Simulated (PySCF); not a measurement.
Species: C4H9Al.
Z-matrix (Å and degrees, PBE0-D3(BJ)/def2-SVP geometry), rows numbered from 1:
```
C 
C   1  1.5384
C   2  1.5408  1  111.23
Al  3  1.9691  2  100.60  1   -36.10
C   1  1.5408  2  111.21  3    51.95
H   1  1.1041  2  110.00  3   176.96
H   1  1.1061  2  108.26  3   -67.96
H   2  1.1041  1  109.99  3   125.01
H   2  1.1061  1  108.27  3  -119.91
H   3  1.1012  2  112.93  1  -163.10
H   3  1.1079  2  110.14  1    78.85
H   4  1.5929  3  131.80  2  -167.40
H   5  1.1012  1  113.00  2  -163.23
H   5  1.1080  1  110.08  2    78.69
```

Computed at PBE0/pcSseg-1 (PySCF, non-relativistic), with Q(27Al) = 0.1466 b: Al4, 27Al (I = 5/2): χzz = 51.66 MHz, η = 0.164.

Problem. Find the zero-field quadrupole resonance frequencies of 27Al at Al4.

Solution. From the eigenvalues of H = χ/[4I(2I − 1)] × [3Iz² − I(I + 1) + η(Ix² − Iy²)], steps between neighbouring levels, labelled as for η = 0: ±1/2↔±3/2 7.973 MHz, ±3/2↔±5/2 15.41 MHz (aluminium bonded to 2 C and H).

In a crystal, neighbours and librations shift these lines. Isolated species at its PBE0-D3(BJ)/def2-SVP geometry (one conformer only). With a basis this small, the couplings can be 20 % off.
